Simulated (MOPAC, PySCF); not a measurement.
H4Sn, SMILES `[SnH4]`, neutral singlet in the gas phase. 

Cartesian coordinates (Å):
```xyz
5

Sn     0.0000     0.0000     0.0000
H      1.5015    -0.5314     0.6182
H     -1.0734     0.3034     1.2941
H     -0.6577    -1.2073    -1.0144
H      0.2296     1.4353    -0.8979
```
Charge 0, spin multiplicity 1.

All levels are single points at this geometry (B3LYP-D3(BJ)/def2-TZVP); Pople sets use spherical d functions. Orbital energies aren't observables, and empty levels follow the basis.

PM7 in MOPAC gives gap (eV) = 14.47.

Question: Estimate the gap (eV) from each of these levels: B3LYP-D3(BJ)/def2-TZVP in PySCF; PBE-D3(BJ)/def2-TZVP in PySCF; B3LYP/6-311+G** (LANL2DZ on Sn) in PySCF; B3LYP/6-31G* (LANL2DZ on Sn) in PySCF; M06-2X/6-31G* (LANL2DZ on Sn) in PySCF; SVWN5/6-31G* (LANL2DZ on Sn) in PySCF; HF/6-31G* (LANL2DZ on Sn) in PySCF; PM3 in MOPAC.

Answer: 
```csv
level,gap (eV)
B3LYP-D3(BJ)/def2-TZVP in PySCF,9.24
PBE-D3(BJ)/def2-TZVP in PySCF,7.60
B3LYP/6-311+G** (LANL2DZ on Sn) in PySCF,9.59
B3LYP/6-31G* (LANL2DZ on Sn) in PySCF,10.07
M06-2X/6-31G* (LANL2DZ on Sn) in PySCF,12.08
SVWN5/6-31G* (LANL2DZ on Sn) in PySCF,8.37
HF/6-31G* (LANL2DZ on Sn) in PySCF,16.03
PM3 in MOPAC,12.54
```
